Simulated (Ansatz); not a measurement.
TeBr2. Charge 0, multiplicity 1. Geometry r2SCAN-D4/def2-TZVP, basis def2-TZVP, Ansatz.

```xyz
3

Te    0.913   -0.213   -0.489
Br   -0.037   -1.192    1.594
Br   -0.876    1.405   -1.105
```

| run | HOMO (eV) | LUMO (eV) |
| --- | --- | --- |
| A | -5.44 | -3.74 |
| B | -5.70 | -3.68 |
| C | -6.56 | -2.99 |
| D | -6.33 | -3.19 |
| E | -7.81 | -1.99 |
| F | -5.40 | -3.66 |

In the def2 sets Te takes a core potential; there is no spin–orbit coupling. B3LYP takes the VWN-RPA correlation.

Problem. The runs used B3LYP, CAM-B3LYP, PBE, PBE0, r2SCAN, revPBE. Estimate which is which.

Solution. A PBE (0 % exact exchange); B r2SCAN (0 % exact exchange); C PBE0 (25 % exact exchange); D B3LYP (20 % exact exchange); E CAM-B3LYP (range-separated); F revPBE (0 % exact exchange). Exact exchange lowers occupied and raises empty levels; among semilocal functionals meta-GGAs tend to open the gap a little, and such runs are hard to tell apart. The gap grows from 1.70 eV (PBE) to 5.82 eV (CAM-B3LYP).
